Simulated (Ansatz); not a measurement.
`OCC1=CB1`, charge 0, multiplicity 1.

Task: Give a relaxed structure at PBE0-D4/def2-TZVP (Ansatz). (Best estimate.)

Result: The calculation gave: 
```xyz
10

O     1.042   -1.670    0.723
C    -0.206   -1.064    0.494
C    -0.127    0.247   -0.171
C    -0.903    1.199   -0.730
B     0.534    1.456   -0.695
H     1.673   -0.973    0.923
H    -0.792   -1.756   -0.119
H    -0.764   -0.929    1.434
H    -1.948    1.375   -0.943
H     1.490    2.115   -0.915
```
This is one stationary point; other conformers may exist.
